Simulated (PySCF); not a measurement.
**A small calculation by hand: chemical shift, span and skew from a shielding tensor**

B(Cl)(OMe)(SH) (CH4BClOS), SMILES COB(S)Cl. Atoms are numbered in the order given.

```xyz
9

B     -0.1367     0.1402     0.0000
Cl    -0.5243     1.8701     0.0000
O     -1.1634    -0.7262     0.0000
C     -0.9766    -2.1324     0.0000
H     -0.4227    -2.4566     0.8969
H     -1.9683    -2.6037     0.0000
H     -0.4227    -2.4566    -0.8969
S      1.5894    -0.4470     0.0000
H      2.1471     0.7810     0.0000
```
Charge 0, spin multiplicity 1.

Geometry: r2SCAN-D4/def2-SVP. One conformer was computed; it need not be the lowest.

GIAO shieldings from HF/pcSseg-1 (PySCF), non-relativistic, no solvent. The symmetric part of the tensor of C4 has the principal values 114.5, 117.4, 185.5 ppm. The same nucleus in TMS has σ = 192.6 ppm at this level (PySCF, at its B3LYP-D3(BJ)/def2-TZVP geometry). Without spin–orbit terms, shifts of atoms bonded to Cl or Br come out too high.

Work out the isotropic shielding, the ¹³C shift against TMS, the span and the skew.


σ(iso) = (σ11 + σ22 + σ33)/3 = 139.1 ppm. δ = σ(ref) − σ(iso) = 192.6 − (139.1) = 53.5 ppm.
Span Ω = σ33 − σ11 = 71.0 ppm. Skew κ = 3(σ(iso) − σ22)/Ω = 0.92. Tumbling in solution averages the tensor to δ; in a static solid the shielding alone would spread this spin-1/2 line over Ω.
